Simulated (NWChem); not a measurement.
System meant: SiHCl₂F; SMILES F[SiH](Cl)Cl

Here is an NWChem input.

```
start job
memory heap 200 mb stack 900 mb global 1100 mb
geometry units angstroms noautoz
  Si     0.386173     0.412825     0.000000
  F      1.787395    -0.376940     0.000000
  Cl    -0.647567    -0.132842     1.669091
  Cl    -0.647567    -0.132842    -1.669091
  H      0.649984     1.862466     0.000000
end
basis spherical
  * library def2-svp
end
dft
  odft
  mult 2
  xc b3lyp
  iterations 150
  mulliken
end
task dft energy
```

End of the output:

```
                                 NWChem DFT Module
                                 -----------------

 Summary of "ao basis" -> "ao basis" (spherical)
 ------------------------------------------------------------------------------
       Tag                 Description            Shells   Functions and Types
 ---------------- ------------------------------  ------  ---------------------
 Si                         def2-svp                 8       18   4s3p1d
 F                          def2-svp                 6       14   3s2p1d
 Cl                         def2-svp                 8       18   4s3p1d
 H                          def2-svp                 3        5   2s1p

 Summary of "ao basis" -> "ao basis" (spherical)
 ------------------------------------------------------------------------------
       Tag                 Description            Shells   Functions and Types
 ---------------- ------------------------------  ------  ---------------------
 Si                         def2-svp                 8       18   4s3p1d
 F                          def2-svp                 6       14   3s2p1d
 Cl                         def2-svp                 8       18   4s3p1d
 H                          def2-svp                 3        5   2s1p

      Symmetry analysis of basis
      --------------------------

        a'         45
        a"         28

  number of electrons :                   58
  multiplicity        :                    2
 ------------------------------------------------------------------------
  no. of electrons and multiplicity not compatible                  58
 ------------------------------------------------------------------------
 ------------------------------------------------------------------------
  current input line :
    20: task dft energy
 ------------------------------------------------------------------------
 ------------------------------------------------------------------------
 There is an error in the input file
 ------------------------------------------------------------------------
 For more information see the NWChem manual at https://nwchemgit.github.io

0: no. of electrons and multiplicity not compatible:Received an Error in Communication
```

Task: Can this run be used? If not, why, and what is the fix?

Result: The input was rejected before any calculation. Cause: the multiplicity doesn't fit the number of electrons (an even count wants an odd multiplicity, and the reverse). This input runs:
```
start job
memory heap 200 mb stack 900 mb global 1100 mb
geometry units angstroms noautoz
  Si     0.386173     0.412825     0.000000
  F      1.787395    -0.376940     0.000000
  Cl    -0.647567    -0.132842     1.669091
  Cl    -0.647567    -0.132842    -1.669091
  H      0.649984     1.862466     0.000000
end
basis spherical
  Si library def2-svp
  F library def2-svp
  Cl library def2-svp
  H library def2-svp
end
dft
  xc b3lyp
  iterations 150
  mulliken
end
task dft energy
```
It converges to -1310.07738 Ha (B3LYP/def2-SVP).
